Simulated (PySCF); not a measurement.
A GIAO shielding run with PySCF (density fitting, non-relativistic, gas phase) on SMILES CN[Si@@]1(C[SiH3])CCCO1, C5H15NOSi2:

```
$ OMP_NUM_THREADS=1 python probes_run.py task.json out

{"job": {"kind": "nmr", "xc": "PBE0", "basis": "pcSseg-1"}, "charge": 0, "multiplicity": 1}
C      2.684680    -1.496177     0.665540
N      2.149640    -0.578301    -0.311047
Si     0.473398    -0.166875    -0.353534
C     -0.709436    -1.618008    -0.009247
Si    -2.560957    -1.201751     0.011382
C      0.089932     1.415987     0.633468
C     -0.760737     2.172095    -0.383019
C     -0.213570     1.838478    -1.770187
O      0.164834     0.488226    -1.826454
H      3.764624    -1.368430     0.748076
H      2.233931    -1.277597     1.630578
H      2.475940    -2.543628     0.419778
H      2.614167    -0.665588    -1.202765
H     -0.532263    -2.379768    -0.768398
H     -0.429178    -2.071726     0.940039
H     -2.863460    -0.292036     1.123641
H     -3.327844    -2.438030     0.206801
H     -2.976920    -0.584060    -1.249140
H      1.000993     1.971975     0.851667
H     -0.449000     1.286954     1.567888
H     -0.760096     3.250906    -0.222058
H     -1.789440     1.812868    -0.322778
H     -0.959620     2.012493    -2.551168
H      0.668646     2.451756    -1.988040
```

Hardware: 1 thread of an Intel Xeon Platinum 8488C, shared host. The job also computes population analyses, field gradients, ring-centre shieldings.

**Question.** How large is the calculation?

**Answer.** 88 electrons, 242 basis functions and 1296 auxiliary functions.

**Question.** How long does it take, and how much memory does it need?

**Answer.** 71 s of wall time, with 13 SCF cycles and 4 response iterations; peak memory 1.2 GiB. Times on a shared host scatter by some tens of per cent.
